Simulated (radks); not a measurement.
Exchange energies: the exact (Fock) value of the Kohn-Sham orbitals and density-functional approximations, as 100 (|E| - |E exact|)/|E exact|, negative where the magnitude is too small. Species: Zn+ [Ar] 3d10 4s1; Ce22+ [Kr]; Tc2+ [Kr] 4d5. All-electron calculation, non-relativistic Kohn-Sham, exchange-only LDA, spin-polarised, spherical densities, point nucleus. Program: a radial shooting solver on a logarithmic mesh with Libxc functionals. Every spin shell is full or empty, so the densities are truly spherical. Functionals are evaluated on that one density, not self-consistently.

functional            Zn+     Ce22+      Tc2+
exact (hartree)  -69.1895  -178.338  -123.900
LDA                 -5.65     -4.99     -5.18
PBE                 -0.08     -0.45     -0.44
PBEsol              -2.36     -2.32     -2.40
revPBE              +0.15     -0.28     -0.28
RPBE                +0.23     -0.23     -0.22
PW86                +0.50     -0.21     -0.11
OPTX                +1.03     +1.23     +1.06
G96                 +0.64     +0.37     +0.33
EV93                +0.53     -0.24     -0.19
APBE                +0.83     +0.30     +0.34
Tao-Mo              -0.27     -0.82     -0.77
TASK                -2.42     -2.22     -2.31
